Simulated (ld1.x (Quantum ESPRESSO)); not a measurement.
# Pseudopotential generation for tantalum (Ta): ultrasoft, PBE, scalar-relativistic.

```json
{"Element": "Ta", "Generator": "ld1.x (Quantum ESPRESSO) 7.5", "Type": "ultrasoft", "Functional": "PBE", "Relativity": "scalar-relativistic", "Frozen core": "[Kr] 4d10 4f14", "Valence charge": "13", "Reference configuration": "5s2 5p6 5d4 6s1 6p0", "Partial waves": "5s (bound): rcut 1.85, rcutus 2.20 bohr; 6s (bound): rcut 1.85, rcutus 2.20 bohr; 5p (bound): rcut 2.20, rcutus 2.60 bohr; 6p (bound, empty): rcut 2.20, rcutus 2.60 bohr; 5d (bound): rcut 1.85, rcutus 2.72 bohr; 5d channel at 1.6 Ry: rcut 1.85, rcutus 2.72 bohr", "Local potential": "all-electron potential smoothed inside 1.80 bohr (lloc = -1)", "Core correction": "Bessel-smoothed model core inside 2.05 bohr", "Augmentation charge": "PSQ, inside the norm-conserving radii"}
```

Poles of the logarithmic derivatives, all-electron (AE) and pseudo (PS). s: poles at -5.2, 1.5 (AE) and -5.2, 1.5 (PS) Ry. p: poles at -2.7, 2.8 (AE) and -2.7, 2.1 (PS) Ry. d: poles at 0.3 (AE) and 3.8 (PS) Ry. Test radius 2.94 bohr.

- Configuration tests: test run stopped at test 1 of 7 (negative rho)
- Lowest eigenvalue of the overlap operator: -2.95 (d channel); it is negative, so in a basis up to 400 Ry S is not positive definite and the file is unfit for use
- Density cutoff estimated by the generator: 116 Ry

The ghost test of this file was not conclusive. Its overlap operator is not positive definite in a basis up to 400 Ry (lowest eigenvalue p -0.73, d -2.95), so the file is unfit for use: the generalised eigenproblem breaks down once the basis is large enough, and its test numbers describe a broken file.
